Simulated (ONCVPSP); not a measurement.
# Potentials for ruthenium compared

Generated with ld1.x 7.5 (TM, RRKJ, ultrasoft, PAW), atompaw 4.2 or ONCVPSP 4.0.1. The cutoff is in Ry: for ld1.x and atompaw files where the sum of valence levels is converged to 10 mRy in a Bessel basis, for ONCV files where the hardest occupied wave has 1 mHa per electron of residual kinetic energy. The error is the largest all-electron minus pseudo excitation energy over each file’s own four to seven test configurations (ionisations up to +4, promotions, holes and added fractions of an electron), all of which were solved. The labels leave out finer settings (local radius, basis sizes, second energies), which also bear on the numbers. Spin-polarised tests are not counted. The rows are a selection from randomly drawn settings: files with unsolved tests, undetermined cutoffs or missed reference levels are left out.

A true bound ghost makes a file unfit for plane-wave use even where its test errors are small: the radial tests pick states by their node count and pass the ghost by.

```csv
potential,cutoff (Ry),largest error (meV),bound ghosts
"ONCV, PBE, scalar-relativistic, rc 1.85/1.05/2.30 (spd), local smoothed, core correction yes, reference 4s2 4p6 4d7 5s1, qcut 5.9/6.5/6, projectors 2/1/2",180,+84,none
"ONCV, PBE, scalar-relativistic, rc 1.95/1.60/2.30 (spd), local smoothed, core correction yes, reference 4s2 4p6 4d7.5 5s0.5, qcut 6.5/8.4/6.2, projectors 2/2/2",32,+15,none
"ONCV, PBEsol, fully relativistic, rc 1.25/1.45/2.25 (spd), local smoothed, core correction no, reference 4s2 4p6 4d5, qcut 7.9/10.4/6.2, projectors 2/3/2",66,+69,none
"ONCV, PBE, scalar-relativistic, rc 1.35/1.50/1.35 (spd), local d, core correction yes, reference 4s2 4p6 4d7 5s1, qcut 7.4/11.3/9.4, projectors 3/2/0",75,-2.2,none
```

(1) Fill in the row for Ru: ONCV, PBE, scalar-relativistic, rc 2.80/2.35/1.35 (spd), local smoothed, core correction yes, reference 4d7 5s1, qcut 2.1/3.4/6.7, projectors 3/2/2.

(2) Fill in the row for Ru: ONCV, PBEsol, scalar-relativistic, rc 1.95/1.60/2.35/2.20 (spdf), local smoothed, core correction no, reference 4s2 4p6 4d7 5s1, qcut 6.1/10/6.1/5.2, projectors 2/1/2/2.

(3) Fill in the row for Ru: ONCV, LDA (Perdew-Wang 92), scalar-relativistic, rc 2.70/2.05/2.25 (spd), local smoothed, core correction yes, reference 4d7 5s1, qcut 2/4.3/6.7, projectors 1/1/2.

## Answers

(1) cutoff 46 Ry, largest error -54 meV, bound ghosts: s, p.

(2) cutoff 52 Ry, largest error +63 meV, bound ghosts: none.

(3) cutoff 32 Ry, largest error -35 meV, bound ghosts: none.
